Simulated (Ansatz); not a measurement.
The cluster Hg₂TeCl₂, relaxed as a singlet with RKS r2SCAN-D4/def2-SVP in Ansatz, starting from the GFN1-xTB geometry. Force threshold 0.02 eV/Å.

In the def2 sets Hg, Te take a core potential; there is no spin–orbit coupling. Another isomer (singlet) lies 0.97 eV lower at PBE0-D4/def2-TZVP; other spin states weren't run for this one.

Start:

```csv
atom,x (Å),y (Å),z (Å)
Hg1,1.987,0.997,0.076
Hg2,-0.286,-0.204,0.693
Te3,-2.814,-1.440,0.566
Cl4,3.637,2.652,0.373
Cl5,-2.524,-2.006,-1.709
```

| step | energy (eV) | largest force component (eV/Å) | SCF passes |
| --- | --- | --- | --- |
| 1 | -40691.0979 | 0.857 | 17 |
| 2 | -40691.2883 | 0.442 | 27 |
| 3 | -40691.3372 | 0.200 | 20 |
| 4 | -40691.3582 | 0.126 | 20 |
| 5 | -40691.3636 | 0.018 | 20 |
| 6 | -40691.3644 | 0.021 | 22 |
| 7 | -40691.3648 | 0.014 | 22 |
| 8 | -40691.3651 | 0.008 | 22 |

Force components are those of the run's own axes.

End:

```tsv
atom	x (Å)	y (Å)	z (Å)
Hg1	1.7854	1.2246	0.3587
Hg2	-0.4545	-0.1417	0.5922
Te3	-2.7297	-1.5963	0.6225
Cl4	3.7953	2.4416	0.1691
Cl5	-2.3965	-1.9282	-1.7425
```

By distances, no bond broke or formed. The bond that changes most is Hg2–Te3, from 2.82 to 2.70 Å (atoms count from 1).

The force fell under the threshold at step 5, but the optimiser went on. No frequencies were taken in this run, so the end may be a saddle point.

Run time 9 s (4 threads of Intel Xeon 6975P-C on a shared host).
